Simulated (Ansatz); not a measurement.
Ansatz (an electronic-structure program) input (RI-MP2/aug-cc-pVQZ):
A basis named .json is the Basis Set Exchange file of that set.

Ansatz 0.2 input:
```yaml
crystal:
  periodic: [false, false, false]
  atoms:
    - {symbol: B, position_ang: [-0.00000000, -0.00000000, 0.00000000]}
    - {symbol: Br, position_ang: [1.65605507, -0.92445218, 0.20184112]}
    - {symbol: Br, position_ang: [-1.51005327, -0.89927593, -0.74088594]}
    - {symbol: Br, position_ang: [-0.14600180, 1.82372811, 0.53904483]}
basis:
  gaussian:
    orbitals: aug-cc-pVQZ
    fitting: {mean_field: def2-universal-jkfit, correlation: aug-cc-pVQZ-RIFIT.json}
magnetization: {spin_polarized: true, initial_magnetization: 2}
correlation: {method: mp2, electrons: outside_noble_gas}
```

End of the output:

```
integrals: 1.09 GiB planned
873 factors; integrals over basis functions are off by at most 3.8e-1 eV
mean field: 2.58 GiB planned
mean field evaluation 1: about -210669.4930 eV, gradient 9.1e0 eV
mean field evaluation 2: about -210670.3266 eV, gradient 3.3e0 eV
mean field evaluation 4: about -210670.5004 eV, gradient 6.6e-1 eV
mean field evaluation 8: about -210670.5104 eV, gradient 1.5e-2 eV
mean field evaluation 16: about -210670.7015 eV, gradient 3.0e0 eV
mean field evaluation 32: about -210669.7656 eV, gradient 2.6e0 eV
mean field evaluation 64: about -210670.7438 eV, gradient 5.7e-1 eV
mean field evaluation 96: about -210670.8697 eV, gradient 1.4e-1 eV
mean field evaluation 128: about -210670.2606 eV, gradient 3.4e0 eV
mean field evaluation 160: about -210670.8699 eV, gradient 3.0e-3 eV
mean field -210670.86988041 eV, -7742.0116702605 hartree, gradient 1.5e-6 eV, S^2 2.029156; 24 other end points of the search recorded, 0 dependent functions left out
43 core orbitals not correlated
954 factors; their error is unknown
reference -210670.86988041 eV, -7742.0116702605 hartree; 13, 11 occupied and 303, 305 virtual orbitals, 954 factors
second order -16.92460171 eV of doubles, -0.00000000 eV of singles
Total energy: -210687.79448212 eV, -7742.6336379016 hartree
```

This state (charge 0, triplet) is run at the relaxed geometry of the species with charge 0 and multiplicity 1, and is a spin state other than that species' own.
